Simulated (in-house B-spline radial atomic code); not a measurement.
Response and correlation along the 2-electron series, closed shell 1s2; the second-order energy is extrapolated in partial waves. Computed with an all-electron radial atomic-structure program (B-spline basis): relativistic RPA and second-order many-body perturbation theory on Dirac-Hartree-Fock.

```csv
ion,Z,dipole polarisability (bohr³),quadrupole polarisability (bohr⁵),ratio of RPA to uncoupled dipole,second order correlation energy (Eh),C6 of two such ions (Eh bohr⁶)
Cd46+,48,1.5323e-06,2.1581e-09,1.0115,-0.046652,1.762e-09
In47+,49,?,?,?,?,?
Sn48+,50,1.2846e-06,1.6577e-09,1.0111,-0.046826,1.3485e-09
Sb49+,51,1.1788e-06,1.4578e-09,1.0109,-0.046927,1.1836e-09
Te50+,52,1.0833e-06,1.2848e-09,1.0107,-0.047021,1.041e-09
I51+,53,?,?,?,?,?
Xe52+,54,9.185e-07,1.004e-09,1.0103,-0.047243,8.1035e-10
Cs53+,55,8.4734e-07,8.9005e-10,1.0101,-0.047373,7.1684e-10
Ba54+,56,7.8262e-07,7.9047e-10,1.01,-0.047491,6.3522e-10
```

Task: Fill in the row of In47+.

Result: dipole polarisability (bohr³): 1.4019e-06; quadrupole polarisability (bohr⁵): 1.8892e-09; ratio of RPA to uncoupled dipole: 1.0113; second order correlation energy (Eh): -0.046733; C6 of two such ions (Eh bohr⁶): 1.5397e-09.

Task: Fill in the row of I51+.

Result: dipole polarisability (bohr³): 9.9686e-07; quadrupole polarisability (bohr⁵): 1.1346e-09; ratio of RPA to uncoupled dipole: 1.0105; second order correlation energy (Eh): -0.047131; C6 of two such ions (Eh bohr⁶): 9.1745e-10.

Task: How fast does the dipole polarisability fall along the series?

Result: From 1.532e-06 to 7.826e-07 bohr³; a fit of its logarithm against log Z from Z = 48 to 56 has slope -4.36.
